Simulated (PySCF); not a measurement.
## Basis-set dependence of TlH at HF

PySCF, RHF reference; singlet, unpaired electrons none; De to Tl + H without counterpoise correction.

```tsv
basis	relativity	functions	Re (Å)	ωe (cm⁻¹)	De (eV)	μ (D)
cc-pVDZ-PP/cc-pVDZ	scalar-relativistic core potentials	28	1.905	1427	1.60	-1.11
def2-SVP	scalar-relativistic core potentials	31	1.907	1419	1.59	-1.09
def2-SVPD	scalar-relativistic core potentials	40	1.909	1401	1.60	-1.30
aug-cc-pVDZ-PP/aug-cc-pVDZ	scalar-relativistic core potentials	41	1.909	1399	1.60	-1.30
def2-TZVPP	scalar-relativistic core potentials	64	1.896	1425	1.64	-1.23
```

Task: How does each smaller set differ from the one with most functions, def2-TZVPP?

Result: cc-pVDZ-PP/cc-pVDZ: +0.9 pm, +0.1 % in ωe, -0.04 eV in De; def2-SVP: +1.1 pm, -0.4 % in ωe, -0.05 eV in De; def2-SVPD: +1.3 pm, -1.7 % in ωe, -0.04 eV in De; aug-cc-pVDZ-PP/aug-cc-pVDZ: +1.3 pm, -1.8 % in ωe, -0.04 eV in De. All at HF; the set with most functions is neither the basis-set limit nor always the best.

A positive dipole means Tl(−)H(+). These are scalar-relativistic numbers at best; spin–orbit coupling would shift them, the dissociation energy most. Where the molecule has an RHF reference, its open-shell atoms are computed with UHF. Hartree–Fock leaves out correlation, which carries a large part of most bond energies and some tenths to 1 eV of ionisation energies.
